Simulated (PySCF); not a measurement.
**Working out the excitation energy of Zn**

Zn [Ar] 3d10 4s2 (1S) → Zn [Ar] 3d10 4s1 4p1 (3P). All numbers are calculated (PySCF 2.14, a scalar-relativistic core potential, in aug-cc-pVDZ-PP with ECP10MDF (5s5p4d2f, 54 functions)). Frozen: 3s2 3p6. Energies in hartree (1 hartree = 27.21139 eV):

```json
{"part": "UHF", "Zn (lower)": "-225.952569", "Zn (upper)": "-225.851736"}
{"part": "MP2 opposite-spin", "Zn (lower)": "-0.301853", "Zn (upper)": "-0.267172"}
{"part": "MP2 same-spin", "Zn (lower)": "-0.166911", "Zn (upper)": "-0.161904"}
```

Task: What does Hartree-Fock give?

Result: (-225.851736) − (-225.952569) = 0.100833 hartree = 2.744 eV.

Task: What do MP2 and SCS-MP2 (6/5 opposite-spin, 1/3 same-spin) give?

Result: The opposite-spin parts differ by 0.944 eV and the same-spin parts by 0.136 eV. MP2: 2.744 + (0.944) + (0.136) = 3.824 eV. SCS-MP2: 2.744 + 1.2 × (0.944) + (0.136)/3 = 3.922 eV.

Measured between the centres of the two terms (NIST): 4.054 eV, so MP2 (valence) is off by -0.230 eV.

A double-zeta basis recovers only part of the correlation energy.

What remains against the reference includes basis incompleteness, the frozen core and correlation beyond second order.
